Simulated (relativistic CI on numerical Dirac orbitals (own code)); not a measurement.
## Pt2+ (5d8) in a crystal field

Calculated by Dirac-Coulomb-Breit CI, KLI orbitals optimised for each configuration, QED by a radiative potential, valence Slater integrals scaled by 0.75, one configuration in a parametric crystal field (own radial code).

Field parameters in Wybourne normalisation: Td as Oh with Dq negative (B⁴₀ = 21Dq, B⁴₄ = √(5/14) B⁴₀). The field is a parameter set, without covalency.

S is read from ⟨S²⟩ = S(S + 1).

Site symmetry Td; labels are those of the double group. Computed levels in cm⁻¹ above the lowest, in rising order:

```
Δ (size of 10Dq)  Lowest    No. 2   No. 3    No. 4     No. 5    No. 6     No. 7     No. 8
            2450      A1   631 T1  1127 E  2458 T2   7000 T2   8298 E  10378 T1  11054 A2
            4400      A1  1049 T1  1936 E  4102 T2   7286 T2   9678 E  11554 T1  12678 A2
            6400      A1  1401 T1  2663 E  5371 T2   7714 T2  10941 E  12900 T1  14403 A2
            8350      A1  1678 T1  3266 E  6062 T2   8458 T2  12000 E  14325 T1  16129 A2
           10300      A1  1901 T1  3767 E  6355 T2   9409 T2  12867 E  15839 T1  17890 A2
           12250      A1  2082 T1  4179 E  6479 T2  10348 T2  13539 E  17425 T1   19267 E
           14250      A1  2232 T1  4521 E  6539 T2  11202 T2  14050 E  19111 T1   20578 E
           16200      A1  2352 T1  4791 E  6568 T2  11906 T2  14412 E  20801 T1   21990 E
           18200      A1  2455 T1  5016 E  6582 T2  12500 T2  14683 E  22572 T1   23544 E
```

Ground-state S against |10Dq| in cm⁻¹: 2450: 0.98, 4400: 0.98, 6400: 0.98, 8350: 0.98, 10300: 0.98, 12250: 0.98, 14250: 0.98, 16200: 0.98, 18200: 0.98.

No abrupt spin change occurs in this range.
